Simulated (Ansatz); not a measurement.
CH6BFSi, SMILES `BC(F)[SiH3]`, 10 atoms. Total charge 0; spin multiplicity 1. All runs use 2 threads of an Arm Neoverse V1 on a shared host. Correlated methods freeze the cores.

Q: How many basis functions does each run have, and how long does it take in Ansatz? RKS PBE0-D4/def2-SVP energy; RKS PBE-QIDH (frozen core)/def2-TZVPP energy; RKS ωB97M-V/def2-QZVPP energy; RKS BHLYP-D4/def2-TZVPP energy; RKS PBE-D4/def2-TZVPP energy and forces; RKS PBE0-D4/def2-QZVPP energy; RKS B3LYP-D4/def2-TZVPP energy and forces; RHF-CCSD(T)/def2-TZVPP energy; RKS PBE0-D4/def2-TZVP frequencies; direct RPA on PBE orbitals/def2-TZVPP energy; RHF-MP2/def2-QZVPP energy; RHF-CCSD(T)/def2-SVP energy. (Estimate.)

A: The calculation gave: Other jobs shared the machine, so times are rough.

```csv
level,job,functions,wall time,peak host memory (GiB)
RKS PBE0-D4/def2-SVP,energy,90,1.2 s,0.16
RKS PBE-D4/def2-TZVPP,energy and forces,219,3.2 s,0.24
RKS BHLYP-D4/def2-TZVPP,energy,219,3.4 s,0.43
RHF-CCSD(T)/def2-SVP,energy,90,3.7 s,0.31
RKS B3LYP-D4/def2-TZVPP,energy and forces,219,5.5 s,0.5
direct RPA on PBE orbitals/def2-TZVPP,energy,219,6.5 s,0.45
RKS PBE-QIDH (frozen core)/def2-TZVPP,energy,219,6.5 s,0.49
RKS PBE0-D4/def2-QZVPP,energy,421,9.5 s,1.1
RKS ωB97M-V/def2-QZVPP,energy,421,22 s,1.4
RHF-MP2/def2-QZVPP,energy,421,25 s,2.2
RHF-CCSD(T)/def2-TZVPP,energy,219,94 s,3.4
RKS PBE0-D4/def2-TZVP,frequencies,166,2.2 min,0.34
```

B3LYP here is the variant with VWN-RPA as its local correlation; programs differ in this.
